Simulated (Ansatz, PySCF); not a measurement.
Gas-phase reaction R1 + R2 → P1, each structure at its B3LYP-D3(BJ)/def2-TZVP stationary point, reached from a drawn start (curvature not checked).
P1: H2O2S2 (SMILES OSSO), charge 0, multiplicity 1.
R1, H2S (SMILES S) (charge 0, multiplicity 1, Z-matrix in Å and degrees):
```
S
H 1 1.3426
H 1 1.3426 2 92.55
```
R2: SO2 (SMILES O=S=O), charge 0, multiplicity 1.

P less R. No zero-point or thermal terms. One arrangement of each flexible species, with no search for the lowest.

Frozen-core correlation throughout. CBS(a, b) extrapolates the correlation energy as X⁻³ and adds the Hartree–Fock energy of set b.

Codes used: Ansatz (Gaussian orbitals); PySCF for the D3/D4 terms. All values are computed, each at the level named.

```csv
level,reaction energy (kJ/mol)
revPBE-D4/def2-TZVPP,6.0
r2SCAN/def2-TZVPP,14.0
r2SCAN-D4/def2-TZVPP,12.4
B97M-V/def2-TZVPP,19.3
PBE0/def2-TZVPP,2.0
wB97M-V/def2-TZVPP,11.6
MP2/cc-pV(D+d)Z,(withheld)
"MP2/CBS(cc-pV(T+d)Z, cc-pV(Q+d)Z)",(withheld)
SCS-MP2/cc-pV(D+d)Z,(withheld)
```

Question: Complete the blanks.

Answer: 
- MP2/cc-pV(D+d)Z, reaction energy (kJ/mol): 62.4
- MP2/CBS(cc-pV(T+d)Z, cc-pV(Q+d)Z), reaction energy (kJ/mol): 47.9
- SCS-MP2/cc-pV(D+d)Z, reaction energy (kJ/mol): 60.9

Ansatz is a program for electronic structure.
